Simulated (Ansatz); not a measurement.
[Cu(SH)2]- (CuH2S2⁻) was relaxed with r2SCAN-D4 (def2-TZVPD) in Ansatz in these states: charge -1 singlet, neutral doublet. The geometries follow in no particular order.

A:

```csv
atom,x (Å),y (Å),z (Å)
Cu1,-0.0002,-0.3237,-0.1485
S2,-2.1358,-0.4658,0.0957
H3,-2.1805,-0.0033,1.3611
S4,2.1352,-0.2340,-0.4167
H5,2.1813,1.0267,-0.8916
```

B:

Cartesian coordinates in Å:
```
Cu 0.1444 -0.4043 0.2654
S -1.7671 -1.2709 0.0601
H -2.2858 -0.2560 -0.6608
S 2.0785 0.3992 0.5119
H 1.8300 1.5320 -0.1765
```

Task: Judge from the bond lengths which geometry belongs to which state (an estimate).

Result: A is the charge -1 singlet (Cu1–S2 2.154 Å, Cu1–S4 2.154 Å, S4–H5 1.348 Å); B is the neutral doublet (Cu1–S2 2.109 Å, Cu1–S4 2.109 Å, S4–H5 1.349 Å).
